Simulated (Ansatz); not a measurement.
The cluster Si₂B₂⁻. The state is a doublet with charge -1. Geometry B3LYP-D4/def2-TZVP, that of the neutral singlet; atoms count from 1.

| atom | x (Å) | y (Å) | z (Å) |
| --- | --- | --- | --- |
| B1 | 0.007 | -0.761 | -0.273 |
| B2 | -0.007 | 0.761 | 0.273 |
| Si3 | 1.336 | -0.404 | 1.078 |
| Si4 | -1.336 | 0.404 | -1.078 |

The structure comes from a short search, and lower isomers may exist.

(1) Estimate the Mulliken populations from the PBE0/def2-TZVPD orbitals of Ansatz.

(2) Where does the spin sit?

(3) And the Mayer bond orders between bonded heavy atoms (over 0.3)?

Answers

(1) 
| atom | charge (e) | spin (α − β) |
| --- | --- | --- |
| B1 | 0.10 | 0.65 |
| B2 | 0.10 | 0.65 |
| Si3 | -0.60 | -0.15 |
| Si4 | -0.60 | -0.15 |
Mulliken values and Mayer orders depend strongly on the basis. With diffuse functions, as here, like atoms can get unlike values, and bond orders can come out too low or too high.

(2) Summed by element: B 1.31, Si -0.31, of 1 unpaired in all. Largest on single atoms: B2 0.65, B1 0.65, Si3 -0.15.

(3) B1–B2 0.98 (1.62 Å); B1–Si3 0.78 (1.93 Å); B1–Si4 0.78 (1.95 Å); B2–Si3 0.78 (1.95 Å); B2–Si4 0.78 (1.93 Å). Values over 0.3 also appear between atoms too far apart for a bond (Si3–Si4 0.34 at 3.53 Å); they arise where an orbital or an unpaired electron spreads over both atoms.
